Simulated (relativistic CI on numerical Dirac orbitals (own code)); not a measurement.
# Slater and spin-orbit integrals, Pm XLVI

These numbers are calculated, not measured: Dirac-Coulomb-Breit CI, orbitals from a KLI potential per configuration, model QED (radiative potential, 1s self-energy scaled to tabulated hydrogen-like ionisation energies), unscaled Slater integrals (own radial code, finite nucleus).

Slater integrals F^k, G^k are unscaled and averaged over j, outside the closed core [Ne]; ζ comes from projecting the Hamiltonian with its Breit term on Σ l·s of the shell.

- 3s2 3p4: F^2(3p,3p) = 425080, ζ(3p) = 757860 cm⁻¹; <r>(3p) = 0.2315, <r^2>(3p) = 0.06192 (bohr units).
- 3s 3p5: G^1(3s,3p) = 536960, ζ(3p) = 757650 cm⁻¹; <r>(3s) = 0.238, <r^2>(3s) = 0.06458, <r>(3p) = 0.2316, <r^2>(3p) = 0.062 (bohr units).
- 3s2 3p3 3d: F^2(3p,3p) = 424730, ζ(3p) = 757070, F^2(3p,3d) = 427890, G^1(3p,3d) = 445590, G^3(3p,3d) = 300930, ζ(3d) = 102910 cm⁻¹; <r>(3p) = 0.2317, <r^2>(3p) = 0.06203, <r>(3d) = 0.2047, <r^2>(3d) = 0.04834 (bohr units).

Averages of the first 10 configurations, taken without configuration mixing, which lowers the lowest level and can move excited configurations by several eV; other configurations of the list can lie among them:

```csv
Configuration,Parity,States,Average energy above the lowest level (eV)
3s2 3p4,even,15,104.0
3s 3p5,odd,12,349.2
3s2 3p3 3d,odd,200,359.8
3p6,even,1,612.8
3s 3p4 3d,even,300,597.1
3p5 3d,odd,60,852.9
3s 3p3 3d2,odd,1800,852.2
3s2 3p2 3d 4p,odd,900,2109.4
3p5 4s,odd,12,2255.7
3s 3p3 3d 4s,odd,800,2244.4
```
